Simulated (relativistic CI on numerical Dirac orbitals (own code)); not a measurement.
What each ingredient does to the levels of Tl52+

Base calculation: Dirac-Coulomb-Breit CI, KLI orbitals optimised for each configuration, a model potential for QED, unscaled Slater integrals.

Configuration list (outside the closed core [Ar]): 3d¹⁰4s, 3d¹⁰4p, 3d¹⁰4d, 3d¹⁰4f, 3d¹⁰5s, 3d¹⁰5p, 3d¹⁰5d, 3d¹⁰5f, 3d¹⁰5g, 3d⁹4p², 3d¹⁰6s, 3d¹⁰6p, 3d⁹4s², 3d⁸4s4p², 3d⁹4p4d, 3d¹⁰6d. Levels of other configurations are missing.

The lowest level and the first level of each name with at least 55 % of one term (blank where a level has no safe partner in the second run):

```csv
Level,Base (eV),Shift (eV)
3d¹⁰4s ²S1/2,0.00,0.00
3d¹⁰4p ²P°1/2,115.46,-17.82
3d¹⁰4p ²P°3/2,278.93,-181.28
3d¹⁰4d ²D3/2,452.97,-190.16
3d¹⁰4d ²D5/2,487.54,-224.73
3d¹⁰4f ²F°5/2,672.39,-223.96
3d¹⁰4f ²F°7/2,681.82,-233.39
3d¹⁰5s ²S1/2,1261.31,-118.43
3d¹⁰5p ²P°1/2,1317.63,-126.18
3d¹⁰5p ²P°3/2,1394.95,-203.50
3d¹⁰5d ²D3/2,1478.47,-207.41
3d¹⁰5d ²D5/2,1495.31,-224.25
3d¹⁰5f ²F°5/2,1577.68,-223.74
3d¹⁰5f ²F°7/2,1583.07,-229.13
3d¹⁰5g ²G7/2,1626.56,-226.06
3d¹⁰5g ²G9/2,1628.82,-228.33
3d¹⁰6s ²S1/2,1893.34,-167.46
3d¹⁰6p ²P°1/2,1924.73,-171.38
3d⁹4s² ²D5/2,1965.18,+261.29
3d¹⁰6p ²P°3/2,1967.46,-214.11
3d¹⁰6d ²D3/2,2013.88,-216.14
3d¹⁰6d ²D5/2,2023.38,-225.64
```

At this charge energies of transitions that change n are usually good to better than 1 %, and those within a shell (Δn = 0) to a few per cent.

Problem. One thing was changed in a second run, which moved the levels as shown. Which?
A. non-relativistic limit
B. QED terms removed
C. Breit term removed
D. configuration mixing switched off

Solution. A. Non-relativistic limit. Without relativity the fine structure collapses and s electrons lose their extra binding.

LS names give the leading component of a level, which can be under half, so a name can repeat, a term be missing and a line seem to break the LS rules.
